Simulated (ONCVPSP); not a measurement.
## caesium (Cs): one change to an ONCV potential, before and after

ONCVPSP 4.0.1 input, shortened (lines: element, Z, core and valence counts, functional; n l f; lmax; l rc ep ncon nbas qcut; lloc lpopt rc5 dvloc0; l nproj debl; icmod fcfact rcfact), PBE, fully relativistic:

```
  Cs 55.00    9    3        4      upf
    1    0    2.00
    2    0    2.00
    2    1    6.00
    3    0    2.00
    3    1    6.00
    3    2   10.00
    4    0    2.00
    4    1    6.00
    4    2   10.00
    5    0    2.00
    5    1    6.00
    6    0    1.00
    2
    0    2.30    0.00    4    7    3.90
    1    2.90    0.00    4    7    4.80
    2    2.30    0.02    4    8    3.50
    2    5    2.30    0.00
    0    2    2.10
    1    2    3.20
    2    0    3.10
    3    2.25    1.75
```

Open shells are filled in proportion to 2j + 1.

Change: core correction Teter function, fcfact 1.3, rcfact 1.75.

Cutoffs: the cutoffs (Ha) at which the residual kinetic energy of the hardest occupied pseudo-wave falls to 1 and 0.1 mHa per electron; they do not see the model core or the augmentation charge, which bear on the density cutoff. Errors are all-electron minus pseudo energies relative to the spin-unpolarised reference configuration.

**Question.** What does the change do?

**Answer.** The potential gets neither clearly harder nor softer (7.4 Ha and 20 Ha → 7.4 Ha and 20 Ha); of the 4 tests that both files solve, the error grows in 1 and shrinks in 2 by more than 15 % and 0.3 meV (median size 1.9 → 1.7 meV); neither file shows a bound ghost. A model core, the more so a compact one, raises the density cutoff, which this test does not measure.

```csv
quantity,base,changed
"cutoff, loose",7.4 Ha,7.4 Ha
"cutoff, tight",20 Ha,20 Ha
bound ghosts,none,none
GHOST(+) flags under 300 eV,none,none
"error for 5s2 5p6 6s0, meV [ΔE 3.86 eV]",-2.4,-1.4
"error for 5s2 5p6 6s0.5, meV [ΔE 1.47 eV]",-0.3,-0.2
"error for 5s2 5p6 6s0 6p1, meV [ΔE 1.37 eV]",+1.4,+2.0
"error for 5s2 5p5 6s1, meV [ΔE 17.91 eV]",-38,-29
s: phases at 2.33 bohr within 0.05 rad from the reference energy up to (Ha; the scan ends near 5),4.5,4.5
p3/2: phases at 2.94 bohr within 0.05 rad from the reference energy up to (Ha; the scan ends near 5),0.7,0.7
p1/2: phases at 2.94 bohr within 0.05 rad from the reference energy up to (Ha; the scan ends near 5),0.7,0.7
d5/2: phases at 2.33 bohr within 0.05 rad from the reference energy up to (Ha; the scan ends near 5),2.3,2.3
d3/2: phases at 2.33 bohr within 0.05 rad from the reference energy up to (Ha; the scan ends near 5),2.4,2.4
"rms error of d²Exc/dni dnj with the model core, mHa",1.42,2.66
```

Base: These tests converged, but a pseudo level misses the all-electron one widely, so the file describes the atom poorly there or has found another state: 5s2 5p6 6s0 6p1: empty 6s by 2.9 eV. Changed file: These tests converged, but a pseudo level misses the all-electron one widely, so the file describes the atom poorly there or has found another state: 5s2 5p6 6s0 6p1: empty 6s by 2.9 eV.
